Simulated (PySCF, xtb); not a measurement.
B(F)2(OH) (BF2HO), SMILES OB(F)F.

Coordinates come from a B3LYP-D3(BJ)/def2-TZVP optimisation. One conformer was computed; it need not be the lowest.

The numbers are results of IEF-PCM-B3LYP/def2-SVP (PySCF), not measurements.

The values are the electrostatic part of the solvation free energy, E(continuum) − E(gas) at the gas-phase geometry, in a cavity of scaled van der Waals radii (PySCF's table); cavitation and dispersion terms are not included. In vacuum the orbital gap is 10.93 eV. The dipole moment in vacuum is 2.11 D.

Task: Estimate the values in water (ε = 78.36), benzene (ε = 2.27), methanol (ε = 32.61). (Estimate from the structure and the level; the computed values follow.)

Result: 
```json
[
 {"solvent": "water", "ε": "78.36", "ΔG(elec) (kcal/mol)": "-4.9", "dipole (D)": "2.45", "gap (eV)": "11.26"},
 {"solvent": "benzene", "ε": "2.27", "ΔG(elec) (kcal/mol)": "-2.2", "dipole (D)": "2.26", "gap (eV)": "11.10"},
 {"solvent": "methanol", "ε": "32.61", "ΔG(elec) (kcal/mol)": "-4.7", "dipole (D)": "2.44", "gap (eV)": "11.26"}
]
```

For comparison, GFN2-xTB/ALPB(water) (xtb, at the GFN2-xTB geometry, all terms of that model) gives -7.1 kcal/mol.
